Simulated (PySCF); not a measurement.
GeH₅Si, SMILES [SiH3][GeH2], multiplicity 2. Geometry: PBE-D3(BJ)/def2-TZVP. The isomer is the one that the SMILES or the coordinates give; other isomers of the formula were not compared.

The numbers are results of PBE-D3(BJ)/def2-TZVP (PySCF 2.14.0), not measurements.

Harmonic wavenumbers (cm⁻¹): 106, 327, 353, 376, 538, 578, 794, 852, 902, 904, 2025, 2056, 2134, 2165, 2175. Rotational constants (GHz): 50.68, 3.691, 3.626; symmetry number 1.

**Question.** Work out the zero-point energy and the ideal-gas rigid-rotor harmonic-oscillator thermochemistry at 298.15 K and 1 atm.

**Answer.** ZPE = ½ Σ hcν = ½ × 16285 cm⁻¹ = 23.28 kcal/mol. H − E(el) = 27.17 kcal/mol. Entropy in cal/(mol K): translation 39.88, rotation 23.68, vibration 8.54, spin 1.38, total 73.47. G − E(el) = 5.27 kcal/mol. Cp = 19.11 cal/(mol K). Modes under 150 cm⁻¹ make the vibrational entropy uncertain.
